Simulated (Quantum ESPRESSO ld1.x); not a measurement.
Values are calculated unless marked as measured or tabulated.
Input file for ld1.x (Quantum ESPRESSO 7.5):

```
 &input
    atom='Mn',
    iswitch=1,
    rel=0,
    dft='BLYP',
    config='[Ar] 3d4 4p2',
    verbosity='high',
    prefix='ld1',
    max_out_wfc=37,
    file_charge='ld1.rho',
 /
```

Command: `OMP_NUM_THREADS=1 ld1.x < ld1.in > ld1.out`

Output (excerpt):

```
     Program LD1 v.7.5 starts

     --------------------------- All-electron run ----------------------------

     atomic number is 25.00
     dft =BLYP   lsd =0 sic =0 latt =0  beta=0.20 tr2=1.0E-14
     Exchange-correlation= BLYP
                           (   1   3   1   3   0   0   0)
     mesh =1855 r(mesh) = 100.79857 a.u. xmin = -7.00 dx = 0.00800
     1 Ry =  13.60569312 eV

     n l     nl                  e(Ry)          e(Ha)          e(eV)
     1 0     1S 1( 2.00)    -469.925024015    -234.962512007  -6393.6556676
     2 0     2S 1( 2.00)     -55.199824178     -27.599912089   -751.0318682
     2 1     2P 1( 6.00)     -47.517172258     -23.758586129   -646.5040638
     3 0     3S 1( 2.00)      -7.428668928      -3.714334464   -101.0721897
     3 1     3P 1( 6.00)      -5.222531792      -2.611265896    -71.0561649
     3 2     3D 1( 4.00)      -1.684438904      -0.842219452    -22.9179588
     4 1     4P 1( 2.00)      -0.694797113      -0.347398556     -9.4531963

     final scf error:  8.1E-15 reached in  26 iterations

     Etot =   -2299.966555 Ry,   -1149.983278 Ha,  -31292.639141 eV

     Ekin =    2298.261676 Ry,    1149.130838 Ha,   31269.443081 eV
     Encl =   -5435.962673 Ry,   -2717.981336 Ha,  -73960.039955 eV
     Eh   =     940.320596 Ry,     470.160298 Ha,   12793.713467 eV
     Exc  =    -102.586154 Ry,     -51.293077 Ha,   -1395.755735 eV
```

Run on one thread of a shared host, so times are rough (Intel(R) Xeon(R) Processor @ 2.60GHz): 0.3 s of CPU time, 1.2 s wall, 26 iterations on 1855 mesh points.
